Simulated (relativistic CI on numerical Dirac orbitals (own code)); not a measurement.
Calculated at this level of theory: Dirac-Coulomb-Breit CI, KLI orbitals optimised for each configuration, model QED, valence Slater integrals scaled by 0.85, P86 correlation energy added to each configuration (own radial code, finite nucleus).

Configuration list (outside the closed core [Ar]): 3d⁵4s², 3d⁶4s, 3d⁵4s4p, 3d⁶4p, 3d⁷, 3d⁵4p², 3d⁵4s4d, 3d⁶4d, 3d⁶5s, 3d⁵4s5s, 3d⁶5p, 3d⁵4s6s, 3d⁵4s5p, 3d⁵4s6p, 3d⁵4s4f, 3d⁵4s5d, 3d⁵4s7s, 3d⁵4s5g, 3d⁵4s7p, 3d⁵4s5f, 3d⁵4s6d, 3d⁴4s²4p, 3d⁵4s7d. Levels of other configurations are missing.

Correlation outside the listed configurations is missing or only estimated: errors of thousands of cm⁻¹ between configurations and terms are usual at this charge. Rates and lifetimes follow the computed energies and can be off by large factors. The fine structure of a lone outer electron comes out too small, for d and f at times inverted, and misplaced configurations move strength between like terms. 22 of the 35 excited levels that our extract of the measured tables holds in this range could be paired (the sources list more); they are missed by 4799 cm⁻¹ on average and 6226 at most, and levels without a partner can miss by more.

Outline of the computed level scheme of Mn I. Lowest level of each configuration: 3d⁵4s² ⁶S5/2 at 0.0000 eV; 3d⁵4s4p ⁸P°5/2 at 1.7356 eV; 3d⁶4s ⁶D9/2 at 2.8660 eV; 3d⁵4s5s ⁸S7/2 at 4.3895 eV.

Some strong electric-dipole decays among the lowest 45 levels: 3d⁵4s4p ⁶P°3/2 → 3d⁵4s² ⁶S5/2 (3.5e+08 s⁻¹); 3d⁵4s4p ⁶P°7/2 → 3d⁵4s² ⁶S5/2 (3.5e+08 s⁻¹); 3d⁵4s4p ⁶P°5/2 → 3d⁵4s² ⁶S5/2 (3.5e+08 s⁻¹); 3d⁵4s5s ⁸S7/2 → 3d⁵4s4p ⁸P°9/2 (5.1e+07 s⁻¹); 3d⁵4s5s ⁸S7/2 → 3d⁵4s4p ⁸P°7/2 (4.1e+07 s⁻¹); 3d⁵4s5s ⁸S7/2 → 3d⁵4s4p ⁸P°5/2 (3.1e+07 s⁻¹); 3d⁵4s5s ⁶S5/2 → 3d⁵4s4p ⁶P°5/2 (2.3e+07 s⁻¹); 3d⁵4s5s ⁶S5/2 → 3d⁵4s4p ⁶P°3/2 (1.5e+07 s⁻¹).

Rates of lines that live on the mixing of spin multiplicities can be off by large factors.

LS names give the leading component of a level, which can be under half, so a name can repeat, a term be missing and a line seem to break the LS rules.
